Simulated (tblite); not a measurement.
Compound: C5H14N2Si.
Structure used (GFN2-xTB), in Å, numbered top down from 1:
```
atom  x, y, z in Å
C1    -2.2162   -1.2014    0.7288
N2    -2.0171   -0.3328   -0.4182
N3    -0.7903    0.3627   -0.4169
Si4   -0.9654    1.9409    0.2602
C5     0.4093   -0.4222   -0.5194
C6     1.5779    0.2146   -1.2965
C7     2.5202   -0.0956   -0.1238
C8     1.3230   -0.5532    0.7213
H9    -2.1731   -0.5893    1.6282
H10   -1.4705   -2.0035    0.8177
H11   -3.2067   -1.6468    0.6510
H12   -2.0896   -0.8721   -1.2817
H13   -1.3047    1.9464    1.6952
H14    0.3107    2.6403    0.1141
H15   -2.0465    2.5560   -0.5010
H16    0.1371   -1.3997   -0.9349
H17    1.4271    1.2759   -1.4702
H18    1.8236   -0.2674   -2.2411
H19    3.0662    0.7585    0.2705
H20    3.2272   -0.8948   -0.3386
H21    1.3979   -1.5508    1.1526
H22    1.0497    0.1536    1.5019
```

All values are computed: GFN2-xTB (tblite) harmonic vibrations without scaling, gas phase. The method is semi-empirical: single wavenumbers can be off by several per cent or more. Modes of hydrogen on silicon can be 10 to 20 % off. One conformer, not necessarily the lowest.

Harmonic wavenumbers (cm⁻¹): 44.6, 56.5, 82.3, 127.3, 158.6, 184.1, 205.0, 316.8, 326.6, 433.3, 484.0, 580.9, 596.1, 618.5, 744.5, 759.5, 805.0, 813.2, 816.5, 833.2, 840.5, 963.9, 987.3, 1003.5, 1041.4, 1045.1, 1059.8, 1105.4, 1114.5, 1136.8, 1172.1, 1184.2, 1189.2, 1227.6, 1230.1, 1240.0, 1258.5, 1259.2, 1339.7, 1393.6, 1413.1, 1464.8, 1468.5, 1479.5, 1490.3, 1494.1, 2143.8, 2253.3, 2294.2, 2881.8, 2902.3, 2986.6, 2996.6, 3007.0, 3016.3, 3017.5, 3018.9, 3024.6, 3041.3, 3264.0.

A = 2361, B = 1275, C = 1018 MHz; mass 130.093 u (most abundant isotopes); point group C1, symmetry number 1.

Question: What is the zero-point energy?

Answer: Half the sum of the wavenumbers: 40219 cm⁻¹ = 481.12 kJ/mol.

Question: Give the ideal-gas entropy at 350 K and 1 bar in the rigid-rotor, harmonic-oscillator model (classical rotation).

Answer: Translation 172.90, rotation 123.51, vibration 155.42: S = 451.8 J/(mol K).

Question: And Cp and H(350 K) − H(0)?

Answer: Cp = 194.61 J/(mol K), of which vibrations give 161.35 (their classical limit is 60 R = 498.9); H(350 K) − H(0) = 39.48 kJ/mol without the zero-point energy, 27.84 from vibrations.

Question: Blend soft modes into free rotors: weight 1/[1 + (100 cm⁻¹/ν̃)⁴] for the oscillator and the rest for a rotor with moment μB/(μ + B), μ = h/(8π²ν), B = 10⁻⁴⁴ kg m². What vibrational entropy results?

Answer: 140.70 J/(mol K) in place of 155.42, which changes −T·S at 350 K by +5.15 kJ/mol.

Question: How do the functions run with temperature in this model?

Answer: 
```json
{"T (K)": "100", "S (J/(mol K))": "297.2", "Cp (J/(mol K))": "82.4", "H − H(0) (kJ/mol)": "5.80", "G − H(0) (kJ/mol)": "-23.92", "ln q(vib)": "2.13"}
{"T (K)": "200", "S (J/(mol K))": "365.9", "Cp (J/(mol K))": "121.2", "H − H(0) (kJ/mol)": "15.92", "G − H(0) (kJ/mol)": "-57.25", "ln q(vib)": "5.02"}
{"T (K)": "300", "S (J/(mol K))": "423.8", "Cp (J/(mol K))": "169.3", "H − H(0) (kJ/mol)": "30.38", "G − H(0) (kJ/mol)": "-96.77", "ln q(vib)": "7.76"}
{"T (K)": "500", "S (J/(mol K))": "533.1", "Cp (J/(mol K))": "262.6", "H − H(0) (kJ/mol)": "73.97", "G − H(0) (kJ/mol)": "-192.59", "ln q(vib)": "13.25"}
{"T (K)": "800", "S (J/(mol K))": "678.4", "Cp (J/(mol K))": "354.7", "H − H(0) (kJ/mol)": "167.80", "G − H(0) (kJ/mol)": "-374.94", "ln q(vib)": "21.41"}
{"T (K)": "1000", "S (J/(mol K))": "762.1", "Cp (J/(mol K))": "394.5", "H − H(0) (kJ/mol)": "242.93", "G − H(0) (kJ/mol)": "-519.16", "ln q(vib)": "26.59"}
```

q(vib) and H(0) count from the zero-point level.

Question: Which modes carry the vibrational entropy at 350 K?

Answer: 44.6 cm⁻¹: 22.43; 56.5 cm⁻¹: 20.47; 82.3 cm⁻¹: 17.36; 127.3 cm⁻¹: 13.79; 158.6 cm⁻¹: 12.02; 184.1 cm⁻¹: 10.83 J/(mol K); the other 54 give 58.52 together.

Hindered rotation and anharmonicity are outside this model. Other conformers, if any are populated, would add a mixing term that is left out. The structure is chiral; the term R ln 2 for an equal mix with its mirror image is left out.
